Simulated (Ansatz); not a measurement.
C$_{2}$H$_{6}$Cl$_{3}$NSi, SMILES `CN(C)[Si](Cl)(Cl)Cl` at its PBE0-D4/def2-TZVP geometry, where that method's forces vanish. The species carries charge 0 and has multiplicity 1.

```xyz
13

C    -1.3083    0.7312    0.0863
N     0.0326    0.1829    0.0810
C     0.5008   -0.1845    1.4019
Si    0.7370   -0.4416   -1.3192
Cl    2.7593   -0.5119   -1.1038
Cl    0.2655    0.7322   -2.9132
Cl    0.1283   -2.3405   -1.7846
H    -2.0391    0.0087    0.4714
H    -1.3427    1.6219    0.7230
H    -1.6127    1.0251   -0.9179
H    -0.1347   -0.9553    1.8563
H     0.4914    0.6935    2.0568
H     1.5223   -0.5617    1.3619
```

Q: What forces (eV/Å) does B3LYP-D4/def2-TZVPP give on these atoms in the Gaussian-basis code of Ansatz? (An estimate is asked.)

A: The calculation gave: 
```
C1  -0.310  0.154 -0.020
N2   0.100 -0.029 -0.157
C3   0.141 -0.075  0.308
Si4 -0.007  0.043  0.038
Cl5  0.248 -0.004  0.022
Cl6 -0.052  0.145 -0.195
Cl7 -0.087 -0.227 -0.037
H8   0.022  0.041 -0.016
H9  -0.015 -0.043 -0.030
H10  0.002 -0.016  0.085
H11  0.033  0.036 -0.008
H12  0.002 -0.052 -0.018
H13 -0.078  0.025  0.027
```

B3LYP here is the variant with VWN-RPA as its local correlation; programs differ in this.
